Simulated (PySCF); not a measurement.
Some computed properties have been withheld. Give your best values.

Species: C₄H₄F₄OS.
SMILES with atom numbers: `[F:1][CH:2]([F:3])[C:4]([F:5])([F:6])[O:7][C@H:8]1[CH2:9][S:10]1` (hydrogens: H11 on C2; H12 on C8; H13, H14 on C9)

Cartesian coordinates in Å at the GFN2-xTB level; atoms count from 1:
```xyz
14
C4H4F4OS angstrom
F     -2.271    1.713    0.130
C     -2.290    0.371    0.123
F     -2.399   -0.042    1.394
C     -0.977   -0.165   -0.496
F     -1.072   -1.516   -0.602
F     -0.917    0.259   -1.794
O      0.081    0.234    0.211
C      1.347   -0.183   -0.246
C      2.474    0.099    0.667
S      2.068   -1.649    0.500
H     -3.159    0.020   -0.453
H      1.468   -0.088   -1.321
H      2.228    0.539    1.624
H      3.418    0.409    0.241
```

```csv
property,level,value
point group of the GFN2-xTB geometry,GFN2-xTB,C1
"rotational constants A, B, C of the GFN2-xTB geometry",GFN2-xTB,"2.074, 0.672, 0.664 GHz"
dipole moment,PBE0/def2-SVPD,?
HOMO energy,PBE0/def2-SVPD,-7.19 eV
LUMO energy,PBE0/def2-SVPD,?
lowest singlet excitation,TDDFT PBE0/def2-SVPD,"5.02 eV (247 nm, f = 0.000)"
strongest line among the 6 lowest singlet transitions,TDDFT PBE0/def2-SVPD,"S3 at 6.73 eV (184 nm, f = 0.044)"
lowest triplet excitation (Tamm–Dancoff),TDA PBE0/def2-SVPD,4.53 eV
static isotropic polarisability,PBE0/def2-SVPD,74.1 au
electronic spatial extent ⟨r²⟩ about the centre of nuclear charge,PBE0/def2-SVPD,?
13C chemical shifts (computed TMS as zero) by class,GIAO PBE0/pcSseg-1,"126.3 (C4), 115.6 (C2), 66.7 (C8), 23.4 (C9) ppm"
1H chemical shifts (computed TMS as zero) by class,GIAO PBE0/pcSseg-1,"5.98 (H11), 5.62 (H12), 2.66 (H13), 2.48 (H14) ppm"
"isotropic shieldings of nuclei other than C and H, by class",GIAO PBE0/pcSseg-1,?
```

The electronic properties come from PySCF, for the isolated species, density fitting.

**Question.** Give the electronic spatial extent ⟨r²⟩ about the centre of nuclear charge.

**Answer.** 1733 bohr².

**Question.** Give the isotropic shieldings of nuclei other than C and H, by class.

**Answer.** 203 (O7), 275 (F5), 275 (F6), 326 (F3), 326 (F1), 663 (S10) ppm.

**Question.** The dipole moment?

**Answer.** 1.49 D.

**Question.** What is the LUMO energy?

**Answer.** -0.35 eV.

No computed singlet falls in the visible range (750 to 380 nm, 1.65 to 3.26 eV); S1 lies 1.76 eV above its blue end. A dipole of 1.49 D is allowed in C1, and pure rotational transitions are dipole-allowed. The largest Löwdin shares of the LUMO are 0.53 on S10, 0.18 on C9 and 0.14 on C8. The largest Löwdin shares of the HOMO are 0.74 on S10, 0.10 on C9 and 0.07 on C8.

For the NMR shielding job (PBE0/pcSseg-1), rough CPU time on one thread of a shared machine: about 1.6 min (grids of density and orbitals included).

One conformer stands for the species.
